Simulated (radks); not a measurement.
Task: The aluminium ion Al+, 12 electrons, occupied as [Ne] 3s2. All-electron calculation, non-relativistic Kohn-Sham, r2SCAN, spin-polarised, spherical densities, point nucleus; meta-GGA in the generalised Kohn-Sham scheme. Program: a radial shooting solver on a logarithmic mesh with Libxc functionals. Some entries of the table are withheld. Estimate them.

| orbital | occ. | eigenvalue (eV) | r(max) (bohr) |
|---|---|---|---|
| 1s | 2 | -1526.430 | 0.07872 |
| 2s | 2 | -119.6519 | 0.4971 |
| 2p | 6 | (1) | 0.4299 |
| 3s | 2 | (2) | (3) |

Result: 
(1) 2p eigenvalue (eV): -79.8523
(2) 3s eigenvalue (eV): -14.9358
(3) 3s r(max) (bohr): 2.030
